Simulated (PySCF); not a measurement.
A small calculation by hand: refractive index and permittivity of the vapour

C3H7BFNO, SMILES NB(O/C=C/C)F.

The structure is a stationary point at r2SCAN-D4/def2-SVP. The structure was generated by enumeration; whether it is a known compound was not checked. Other conformers were not sampled.

PySCF with PBE/def2-TZVP gives a mean static polarisability of 67.5 bohr³ and a dipole moment of 1.34 D. Take an ideal gas at 298.15 K and 0.01 bar, whether or not the substance is that volatile.

**Question.** Work out n − 1 in the optical limit and the static ε − 1.

**Answer.** 
Polarisability volume α' = 67.5 × 0.148185 = 10.00 Å³. Number density N = p/kT = 2.43e-7 Å⁻³.
Dilute limit of Lorentz–Lorenz: n − 1 = 2π N α' = 1.5e-5.
Orientation term of Debye: μ²/(3kT) = 8.098 Å³ × μ²(D²) = 14.54 Å³.
ε − 1 = 4π N (α' + μ²/3kT) = 7.5e-5. Orientation of the dipole supplies 59 % of the static response; it can't follow optical fields. Vibrational polarisation and dispersion are left out.
